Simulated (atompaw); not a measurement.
**Before and after: PAW (atompaw) potential for scandium (Sc)**

scandium (Sc), PAW, made with atompaw 4.2.0.5 (PBEsol, scalar-relativistic). Core [Ne], reference 3s2 3p6 3d1 4s1.75 4p0.25. Waves: 3s (bound): rc 1.60 bohr; 4s (bound): rc 1.70 bohr; 3p (bound): rc 1.20 bohr; 4p (bound): rc 1.85 bohr; 3d (bound): rc 2.55 bohr; 3d channel at 2.25 Ry: rc 2.55 bohr. Local part: ultrasoft scheme with l = 3 at 1 Ry, radius 2.55 bohr. Core correction: smooth core density matched at 1.70 bohr. Augmentation charge: besselshape compensation charge, radius 2.50 bohr; PAW radius 2.55 bohr; waves and projectors: custom rrkj gramschmidtortho.

Change: functional PBE.

Cutoffs: the cutoffs (Ry, on a coarse ladder) from which the occupation-weighted sum of valence levels, in a spherical-Bessel basis at the reference potential, stays within 10 and 1 mRy of its value at 400 Ry; they do not see the model core or the augmentation charge, which bear on the density cutoff.

Question: What does the change do?

Answer: The potential gets neither clearly harder nor softer (50 Ry and 90 Ry → 50 Ry and 90 Ry); the p channel sets the loose cutoff, while the largest relative change is in s, which becomes harder; neither file shows a bound ghost.

```tsv
quantity	base	changed
cutoff, loose	50 Ry	50 Ry
cutoff, tight	90 Ry	90 Ry
loose cutoff by channel (10 mRy a level)	s 15 Ry, p 40 Ry, d 12 Ry	s 18 Ry, p 40 Ry, d 12 Ry
bound ghosts	none	none
s: phases at 2.55 bohr within 0.05 rad from the reference energy up to (Ry; the scan ends near 5)	2.7	2.7
p: phases at 2.55 bohr within 0.05 rad from the reference energy up to (Ry; the scan ends near 5)	4.9	to the end of the scan
d: phases at 2.55 bohr within 0.05 rad from the reference energy up to (Ry; the scan ends near 5)	3.5	3.4
lowest overlap eigenvalue by channel	s 0.12, p 0.12, d 0.89	s 0.12, p 0.11, d 0.88
```

 The cutoffs see the waves, projectors and local potential, not the compensation charge or the core.
